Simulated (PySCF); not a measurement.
Magnetic susceptibility: `InChI=1S/C7H11NO/c1-8-4-2-6(8)7-3-5-9-7/h2,7H,3-5H2,1H3/t7-/m0/s1`

Geometry:
| atom | x (Å) | y (Å) | z (Å) |
| --- | --- | --- | --- |
| C1 | -1.541 | -0.973 | 0.935 |
| N2 | -1.285 | -0.091 | -0.174 |
| C3 | -2.214 | 1.015 | -0.493 |
| C4 | -0.992 | 1.890 | -0.579 |
| C5 | -0.231 | 0.851 | -0.191 |
| C6 | 1.214 | 0.604 | 0.018 |
| C7 | 1.859 | -0.452 | -0.902 |
| C8 | 2.240 | -1.154 | 0.401 |
| O9 | 1.544 | -0.180 | 1.180 |
| H10 | -0.673 | -1.611 | 1.088 |
| H11 | -1.738 | -0.434 | 1.871 |
| H12 | -2.405 | -1.595 | 0.695 |
| H13 | -2.902 | 1.253 | 0.318 |
| H14 | -2.767 | 0.845 | -1.417 |
| H15 | -0.821 | 2.881 | -0.942 |
| H16 | 1.740 | 1.567 | 0.038 |
| H17 | 2.685 | -0.099 | -1.514 |
| H18 | 1.140 | -0.990 | -1.513 |
| H19 | 1.833 | -2.159 | 0.543 |
| H20 | 3.309 | -1.159 | 0.633 |

Level of theory: GIAO HF/pcSseg-1 magnetisability, rotational g tensor and spin-rotation constants, non-relativistic, gas phase in PySCF. Geometry: GFN2-xTB.

(1) What are the magnetisability and the molar susceptibility?

(2) Split it along the inertial axes a, b, c into diamagnetic and paramagnetic parts about the centre of mass, with the quadrupole moment.

(3) And the rotational g tensor?

Results:

(1) Isotropic -1300 × 10⁻³⁰ J/T², or -78.3 × 10⁻⁶ cm³/mol; principal values -1470, -1350, -1078 × 10⁻³⁰ J/T², anisotropy 348 × 10⁻³⁰ J/T² (root of half the summed squared differences of the principal values). The susceptibility is in cgs units.

(2) 
```csv
axis,χ (10⁻⁶ cm³/mol),diamagnetic (10⁻⁶ cm³/mol),paramagnetic (10⁻⁶ cm³/mol),summed x² of all electrons (Å²),quadrupole Θ (D Å)
a,-74.5,-511.3,436.7,218.2,+6.47
b,-78.2,-1082.7,1004.5,83.5,+2.55
c,-82.0,-1279.6,1197.6,37.1,-9.01
```
Anisotropies 2χaa − χbb − χcc = +11.2 and 2χbb − χaa − χcc = +0.2 × 10⁻⁶ cm³/mol. Θ is traceless in Buckingham's convention.

(3) 
| axis | rotational constant (GHz) | g | nuclear part | electronic part |
| --- | --- | --- | --- | --- |
| a | 3.2180 | -0.0365 | 0.6237 | -0.6602 |
| b | 1.2561 | -0.0107 | 0.5820 | -0.5928 |
| c | 1.0537 | -0.0037 | 0.5891 | -0.5928 |

Asymmetric top; isotopes 12C, 1H, 14N, 16O; no vibrational averaging.
